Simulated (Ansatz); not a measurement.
`NB(O)[SeH]` + CH₃OH → `COB(N)O` + H₂Se  (ligand exchange at a B–Se bond)

Calculated with Ansatz (gas phase, PBE0-D4/def2-TZVP geometries, no zero-point term in ΔE). CBS: MP2 limit from def2 TZ/QZ plus the TZ coupled-cluster correction, frozen cores. This one scheme is used for every species. Functionals use def2-TZVPP. B3LYP here is the variant with VWN-RPA as its local correlation; programs differ in this. For Se outer-core shells are correlated without core-valence functions, which leaves a few kJ/mol of doubt a bond. Scalar relativity is left out up to krypton. Each species was taken in one conformer, which may not be the lowest.

(1) Is it downhill or uphill in electronic energy at CCSD(T)/CBS, and by how much? (Estimate.)

(2) What do these levels give: LDA (SPW92), revPBE-D4, B3LYP-D4, BHLYP-D4, CAM-B3LYP-D4, ωB97M-V, BLYP, B3LYP, HF/def2-SVP, CCSD/def2-SVP, CCSD/def2-TZVPP, CCSD(T)/def2-TZVPP? (Best estimate.)

Largest T1 diagnostic among the species: 0.011.

Answers

(1) Ansatz gave: Downhill: ΔE = -17.1 kcal/mol.

(2) Ansatz gave: LDA (SPW92) -18.9, revPBE-D4 -15.3, B3LYP-D4 -18.4, BHLYP-D4 -19.4, CAM-B3LYP-D4 -19.9, ωB97M-V -18.4, BLYP -17.8, B3LYP -18.6, HF/def2-SVP -23.1, CCSD/def2-SVP -22.3, CCSD/def2-TZVPP -18.4, CCSD(T)/def2-TZVPP -17.9 kcal/mol.

From PBE to PBE0 (25 % exact exchange), in def2-TZVPP and without D4, ΔE moves by −0.8 kcal/mol. Leaving LDA and LC-ωPBE aside and taking each functional with its dispersion term where it has one, the values spread over 4.7 kcal/mol, from CAM-B3LYP-D4 to revPBE-D4. LDA lies −3.1 kcal/mol from PBE without D4.
